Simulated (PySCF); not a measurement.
## RhH₂, doublet: molecular constants

These are results of PySCF, UPBE0, basis Rh def2-TZVP with ECP28, H def2-TZVP (scalar-relativistic core potentials, no spin–orbit coupling, density fitting), not measurements.

The structure is a minimum.

```xyz
3
charge 0 multiplicity 2, angstrom
Rh    0.0221    0.0000    0.0000
H    -1.1278    0.9969    0.0000
H    -1.1278   -0.9969    0.0000
```

- Point group: C2v
- Bond lengths: Rh–H 1.522 Å (×2)
- Bond angles: H–Rh–H 81.8°
- Highest occupied level (β): -6.63 eV
- Atomisation energy without zero-point energy: 555 kJ/mol
- Zero-point energy: 30.6 kJ/mol
- Heat capacity Cp at 298.15 K: 36.5 J/(mol K)
- Entropy at 298.15 K and 1 bar (electronic part: spin only): 229.8 J/(mol K)
- Dipole moment: 2.43 D
- Spin squared ⟨S²⟩: 0.754
- Rotational constants: 8.416, 6.449, 3.651 cm⁻¹
- Rotational symmetry number: 2
- Lowest empty level (β): -2.43 eV
- Principal polarisabilities: 31.9, 33.4, 39.5 bohr³
- Enthalpy at 298.15 K above 0 K: 10.18 kJ/mol
- Principal quadrupole moments (Buckingham, traceless) about the centre of mass: -0.68, 0.29, 0.40 D Å

Harmonic modes (masses in u: Rh 102.906, H 1.008):
| symmetry | ω (cm⁻¹) | IR (km/mol) | μ (u) |
| --- | --- | --- | --- |
| a1 | 729 | 4.0 | 1.02 |
| b2 | 2158 | 151 | 1.02 |
| a1 | 2236 | 30.2 | 1.02 |

In C2v the vibrations span 2a1 + b2. Here b1 is antisymmetric to the molecular plane and b2 lies in it.

Charges (e):
```tsv
atom	Mulliken	Löwdin	polar tensor	spin (Mulliken)	Mayer order to Rh1
Rh1	-0.05	-0.01	0.43	1.05	–
H2,3	0.02	0.00	-0.22	-0.02	0.98
```

Mulliken populations on Rh1 (electrons outside its core potential): s 2.66, p 6.10, d 8.29, f 0.00.

Outer orbital energies (eV). α occupied: -9.69, -9.54, -7.21, -7.15, -7.04, -6.86; empty: -1.44, -1.37, -0.20, 1.99. β occupied: -9.32, -9.26, -6.76, -6.75, -6.63; empty: -2.43, -1.25, -1.15, 0.29.

Formally Rh is in oxidation state +2, d7, with 1 unpaired electron (the high-spin count would be 3). The Mulliken spin on Rh is 1.05. The polar-tensor charge on Rh, 0.43, is far below the formal one.

Other isomers or separated fragments may lie lower. Other spin states or occupations of the open shell can lie lower.

The final relaxation and frequency run took 13 s on 2 threads of a shared Arm Neoverse V1 host, with 52 basis functions and 8 gradients; the process peaked at 0.57 GiB. Launch command: `OMP_NUM_THREADS=2 python axn.py task.json out`.
